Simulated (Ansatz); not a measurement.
# Energy profile

The step: BHOF₂ ([OH][B]([F])[F]) + HF → BF₃ ([F][B]([F])[F]) + H₂O (still joined by a long B–O bond); bonds formed: B1–F6, O2–H5; bonds broken: H5–F6; bonds weakened to dative contacts: B1–O2 (atoms numbered as in the saddle structure below).

B1  (-0.297, -0.483, 0.089)
O2  (-0.205, 1.006, 0.121)
F3  (-0.608, -1.002, -1.100)
F4  (-0.792, -1.040, 1.184)
H5  (0.994, 0.584, 0.189)
F6  (1.350, -0.472, 0.238)
H7  (-0.442, 1.407, -0.722)
(Å)

Electronic energies by CCSD(T) at an estimated basis limit (MP2 extrapolated from triple and quadruple zeta, plus CCSD(T) − MP2 in triple zeta), on PBE0-D4/def2-TZVP structures; BH₂OF₃, singlet; no counterpoise correction. Computed with Ansatz 0.2.0 (basis: def2-TZVPP and def2-QZVPP); correlated methods freeze the cores. Extrapolation: Hartree–Fock as exp(−7.88 √X), correlation as X^−2.97.

**Question.** Give the profile in kcal/mol, counted from the separated reactants. (An estimate is asked for; the value comes from the calculation.)

**Answer.** The calculation gives:
| point | kcal/mol |
| --- | --- |
| separated: BHOF₂ (linked as [OH][B]([F])[F]; B1, O2, F3, F4, H7; singlet) + HF (H5, F6; singlet) | 0.00 |
| start structure | -5.69 |
| saddle | 15.98 |
| end structure | -10.96 |
| separated: BF₃ (linked as [F][B]([F])[F]; B1, F3, F4, F6; singlet) + H₂O (O2, H5, H7; singlet) | -2.19 |

No T1 diagnostic of these runs exceeds 0.013.

Steps of this kind, hydrogen fluoride cutting a network bond, underlie vapour etching and the fluorination step of atomic layer etching.

For scale, one of the runs: CCSD(T)/def2-TZVPP, 183 basis functions, launched by `ansatz run in.yaml --threads 4 --pin off --events-out ev --progress --plain --max-ram 9574MiB`. Hardware: 4 CPU threads of an Arm Neoverse N1, shared host. Wall time 82 s; peak host memory 2.1 GiB.
